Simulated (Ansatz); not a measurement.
Process, species as SMILES: SC1CCCCC1 → SC1[CH]CCCC1 + H atom (the C-H bond at the site shown breaks; other sites are not compared here)
Geometries: B3LYP-D3(BJ)/def2-TZVP minima from Ansatz (a first-principles code), one conformer each, not searched for the lowest. Frequencies are from Ansatz.
Geometry of the first species:
SMILES: C1CCC(S)CC1
```xyz
19

C     -2.1505    -0.7092     0.2910
C     -1.8717     0.7591    -0.0308
C     -0.4356     1.1514     0.3292
C      0.5787     0.2318    -0.3504
C      0.3035    -1.2373    -0.0302
C     -1.1338    -1.6258    -0.3896
S      2.3115     0.7146     0.0040
H     -2.0982    -0.8562     1.3756
H     -3.1653    -0.9775    -0.0124
H     -2.0337     0.9312    -1.1007
H     -2.5749     1.4068     0.4982
H     -0.2362     2.1882     0.0550
H     -0.2999     1.0803     1.4140
H      0.5099     0.3735    -1.4340
H      1.0197    -1.8705    -0.5556
H      0.4669    -1.3980     1.0412
H     -1.2618    -1.5633    -1.4760
H     -1.3142    -2.6678    -0.1148
H      2.2600     0.4992     1.3300
```
Charge 0, spin multiplicity 1.

Quantity: bond dissociation energy (enthalpy at 298 K, with B3LYP-D3(BJ) rigid-rotor harmonic-oscillator terms), in eV. Cores are frozen in the correlated levels unless marked. Open shells are spin-unrestricted. Spin-orbit coupling is left out. Non-relativistic. CBS(X,Y): correlation extrapolated as X^-3; Hartree-Fock from the larger set. The bracket is a focal-point correction in the basis named.

RI-MP2/CBS(cc-pV(T+d)Z,cc-pV(Q+d)Z)+[CCSD(T)-MP2]/cc-pV(T+d)Z (Ansatz) gives 4.53 eV.

Problem. Another calculation gave 4.38 eV. Which level was it?
A. PBE0/def2-TZVPD (Ansatz)
B. SVWN5/def2-TZVPD (Ansatz)
C. revPBE/def2-TZVPD (Ansatz)
D. PBE-QIDH/def2-TZVPD (Ansatz)

Solution. D, PBE-QIDH/def2-TZVPD (Ansatz). The others give 4.10 (revPBE), 4.26 (PBE0), 4.69 (SVWN5) eV.
